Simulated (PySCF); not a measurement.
**[Ce(NH3)4]3+: from a saddle point downhill**

PySCF 2.14.0, RKS PBE, Ce lcecp-1-SVP with ECP47, N def2-SVP, H def2-SVP; non-relativistic Hamiltonian with scalar-relativistic core potentials where named; density fitting; no spin-orbit coupling. Relaxed within the symmetry of its start, the geometry (C2v) is

```xyz
17

Ce    0.0000    0.0000    0.0009
N     1.4892    1.4892    1.4863
H     1.3670    1.3670    2.5144
H     2.5168    1.3650    1.3611
H     1.3650    2.5168    1.3611
N    -1.4892   -1.4892    1.4863
H    -1.3670   -1.3670    2.5144
H    -2.5168   -1.3650    1.3611
H    -1.3650   -2.5168    1.3611
N     1.4884   -1.4884   -1.4897
H     2.1325   -2.1325   -0.9826
H     0.9798   -2.1314   -2.1338
H     2.1314   -0.9798   -2.1338
N    -1.4884    1.4884   -1.4897
H    -2.1325    2.1325   -0.9826
H    -0.9798    2.1314   -2.1338
H    -2.1314    0.9798   -2.1338
```

and its lowest harmonic modes are -76, -72, -64, -61, 58, 59 cm⁻¹ (negative: unstable). It was moved along the lowest mode and relaxed again, within the group D2 that the move left.

Question: Where does it end, and how much lower?

Answer: In C2, -0.001 eV lower, after 3 steps:
```xyz
17

Ce    0.0000    0.0000    0.0012
N     1.4845    1.4960    1.4867
H     1.2080    1.5518    2.4904
H     2.4891    1.2219    1.5399
H     1.5344    2.4990    1.2064
N    -1.4845   -1.4960    1.4867
H    -1.2080   -1.5518    2.4904
H    -2.4891   -1.2219    1.5399
H    -1.5344   -2.4990    1.2064
N     1.4920   -1.4847   -1.4898
H     2.0912   -2.1724   -0.9847
H     0.9869   -2.0821   -2.1790
H     2.1788   -0.9759   -2.0869
N    -1.4920    1.4847   -1.4898
H    -2.0912    2.1724   -0.9847
H    -0.9869    2.0821   -2.1790
H    -2.1788    0.9759   -2.0869
```

Question: How do the contacts change?

Answer: 
```
      contact  saddle (Å)  end (Å)
 Ce1–N2 (NH3)       2.577    2.578
 Ce1–N6 (NH3)       2.577    2.578
Ce1–N10 (NH3)       2.579    2.579
Ce1–N14 (NH3)       2.579    2.579
```


No frequency check is given for the end, and other unstable modes may remain.

An lcecp potential fixes the number of 4f electrons, so in runs with it no electron can move into or out of that shell.

State: singlet in the valence, with the 4f electrons in the core potential.
